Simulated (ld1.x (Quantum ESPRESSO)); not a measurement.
**chromium (Cr): excitation energies, all-electron against TM**

chromium (Cr), norm-conserving Troullier–Martins (Kleinman–Bylander form), made with ld1.x (Quantum ESPRESSO) 7.5 (LDA (PZ), scalar-relativistic). Core [Ne], reference 3s2 3p6 3d5 4s0.5 4p0.5. Waves: 3p (bound): rc 1.15 bohr; 3d (bound): rc 1.45 bohr; 3s (bound): rc 1.10 bohr. Local part: the s channel. Core correction: none.

Occupied shells without a wave of their own: 4p, 4s. They enter only through the test configuration that unscreens the potential.

Energies are relative to the spin-unpolarised reference configuration 3s2 3p6 3d5 4s0.5 4p0.5; without spin polarisation the order of configurations can differ from experiment. Spin-polarised rows fill each open shell by Hund’s rule, majority spin first. The frozen-core shift is the all-electron ΔE with the core orbitals held at their reference shape minus the fully relaxed ΔE.

```tsv
valence configuration	charge	ΔE all-electron (eV)	error AE − PS (meV)	frozen-core shift (meV)
3s2 3p6 3d5 4s1 4p0	0	-1.576	+54	-0.2
3s2 3p6 3d5 4s0 4p0	+1	5.564	-93	+0.8
3s2 3p6 3d4 4s0 4p0	+2	21.907	-160	-0.8
3s2 3p6 3d2 4s0 4p0	+4	101.562	-104	-5.3
3s2 3p6 3d5 4s0.5 4p0	+0.5	1.242	-9.6	+0.2
3s2 3p6 3d5.5 4s0.5 4p0	0	-0.859	-4.8	+0.5
3s2 3p6 3d5 4s0.5 4p0.5 (spin-polarised)	0	-4.813	+380	+6.1
3s2 3p6 3d5 4s1 4p0 (spin-polarised)	0	-6.493	+431	+5.8
```

**Question.** What are ΔE and the potential's error for 3s2 3p6 3d4 4s1 4p0?

**Answer.** ΔE = 6.676 eV all-electron; the error (AE − PS) is +90 meV.

Levels in the configuration 3s2 3p6 3d2 4s0 4p0:

```csv
level,all-electron (eV),pseudo (eV)
3s,-132.366,-132.340
3p,-103.414,-103.392
3d,-58.269,-58.022
```

The 4p, 4s levels have no wave, so the channel is fitted at the deeper level alone: the likely source of the large errors. A variational frozen-core shift is positive and of second order in the change. This column holds negative values, so the frozen-core run of ld1.x carries numerical noise or an error of first order here, and the column gives no more than the rough size of the effect.
